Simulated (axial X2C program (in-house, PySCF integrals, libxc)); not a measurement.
## Correcting the dissociation energy of RbSe for spin–orbit coupling

A spin-free PBE0 curve (one-electron X2C) was computed with an axial X2C code built on PySCF integrals, basis Rb dyall-cv3z [12s13p8d4f1g], Se dyall-cv3z [8s9p6d4f1g] (cores contracted in-house), for the state M_S = 1/2, Λ = 1 (beyond evenly filled blocks: π+α, π+β, π-α). It gives D0 = 2.423 eV to Rb + Se, which in a spin-free picture are the weighted means of the ground terms.

Measured levels of the ground terms (NIST Handbook of Basic Atomic Spectroscopic Data), in cm⁻¹: Rb 2S: J = 1/2 at 0; Se 3P: J = 2 at 0, J = 1 at 1989.5, J = 0 at 2534.4.

The two components of the molecular doublet are 1263 cm⁻¹ apart in the PBE0 2c search (Ω = 3/2 lower), so the lower one lies 632 cm⁻¹ under their mean.

Question: How far does each ground level lie under the (2J+1)-weighted mean of its term?

Answer: Rb: a single level, 0; Se: (5 × 0 + 3 × 1989.5 + 1 × 2534.4)/9 = 945 cm⁻¹.

Question: Correct D0.

Answer: D0 = 2.423 + (632 − 945)/8065.5 = 2.384 eV at PBE0 with these spin–orbit terms. The direct two-component run gives 2.462 eV; the difference holds second-order terms in the molecule, scalar two-electron terms, the gap between measured and computed atomic splittings (a 2c atom can miss part of its lowering) and, in coupled cluster, the truncation of each run.

Second-order spin–orbit effects in the molecule, which grow quickly with Z, are left out. The state is one determinant whose occupation by symmetry is held fixed; it was picked as the lowest of a PBE0 search that is not exhaustive. Dissociation energies refer to the lowest single-determinant-based atoms at the same level and basis. Other states lie close and PBE0, whose exact exchange favours high spin, may order them wrongly; the determinant shown need not be the ground state. The nearest other spin-free determinant of the search, M_S = 1/2, Λ = 0, lies 0.24 eV up at the distance of the search. Without a current term, density functionals place determinants with orbital angular momentum somewhat too high.
